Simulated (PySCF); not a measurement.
SMILES [SiH3]c1cccc(Cl)c1, GFN2-xTB optimised geometry.

```
15

Si    -1.69    -2.05     0.02
C     -0.74    -0.41     0.00
C     -1.40     0.82     0.00
C     -0.69     2.01     0.00
C      0.69     2.00     0.00
C      1.35     0.78     0.00
Cl     3.08     0.76     0.00
C      0.65    -0.41     0.00
H     -1.08    -2.95    -0.96
H     -3.08    -1.78    -0.32
H     -1.59    -2.63     1.36
H     -2.48     0.84     0.00
H     -1.22     2.95     0.00
H      1.25     2.92     0.00
H      1.19    -1.34     0.00
```

Density from PBE/def2-TZVP run with PySCF 2.14.0 at that geometry.

Minimum of the electron density along straight lines between bonded atoms, close to the bond critical point (lines longer than 1.1 times the sum of covalent radii, or with two minima, are not listed):

| bond | length / Å | ρ at the minimum / e bohr⁻³ | ∇²ρ there / e bohr⁻⁵ | position (fraction from the first atom) |
|---|---|---|---|---|
| Si1–C2 | 1.890 | 0.117 | 0.17 | 0.39 |
| C2–C3 | 1.391 | 0.313 | -0.88 | 0.50 |
| C3–C4 | 1.384 | 0.319 | -0.92 | 0.50 |
| C4–C5 | 1.384 | 0.318 | -0.91 | 0.50 |
| C5–C6 | 1.385 | 0.319 | -0.92 | 0.48 |
| C6–Cl7 | 1.733 | … | … | 0.42 |
| C2–C8 | 1.391 | 0.312 | -0.87 | 0.50 |
| C6–C8 | 1.383 | 0.320 | -0.92 | 0.52 |
| Si1–H9 | 1.464 | 0.124 | 0.17 | 0.50 |
| Si1–H10 | 1.463 | 0.124 | 0.17 | 0.50 |
| Si1–H11 | 1.465 | 0.124 | 0.16 | 0.50 |
| C3–H12 | 1.080 | 0.286 | -1.00 | 0.64 |
| C4–H13 | 1.080 | 0.286 | -1.00 | 0.65 |
| C5–H14 | 1.079 | 0.287 | -1.01 | 0.65 |
| C8–H15 | 1.080 | 0.286 | -1.01 | 0.65 |

Problem. Complete the blanks.

Solution. 
- C6–Cl7, ρ at the minimum / e bohr⁻³: 0.203
- C6–Cl7, ∇²ρ there / e bohr⁻⁵: -0.30
